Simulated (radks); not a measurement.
Values are calculated unless marked as measured or tabulated.
The nuclear charge of the silver ion Ag+ is varied continuously with 46 electrons held in [Kr] 4d10. Level of theory: scalar-relativistic Kohn-Sham, BLYP, spin-polarised, spherical densities, point nucleus (a radial shooting solver on a logarithmic mesh with Libxc functionals). By the Hellmann-Feynman theorem dE/dZ = E(electron-nucleus)/Z, the electronic potential at the nucleus. The scalar-relativistic energy here is not variational (the density holds large components alone), so the two differ by a part that grows with Z.

| Z | E (hartree) | E(electron-nucleus)/Z (hartree) | HOMO | e(HOMO) (eV) | <r> HOMO (bohr) |
|---|---|---|---|---|---|
| 46.6 | -5207.41096 | -269.903 | 4d | -10.525 | 1.463 |
| 46.8 | -5261.70823 | -271.507 | 4d | -12.988 | 1.426 |
| 47 | -5316.32860 | -273.110 | 4d | -15.584 | 1.392 |
| 47.2 | -5371.27193 | -274.712 | 4d | -18.305 | 1.361 |
| 47.4 | -5426.53815 | -276.314 | 4d | -21.147 | 1.332 |
| 47.6 | -5482.12722 | -277.915 | 4d | -24.104 | 1.305 |
| 47.8 | -5538.03914 | -279.517 | 4d | -27.173 | 1.280 |
| 48 | -5594.27395 | -281.119 | 4d | -30.349 | 1.256 |

The central difference of E at Z = 47 is -273.909 hartree, to compare with the third column; the second derivative is -8.07 hartree.
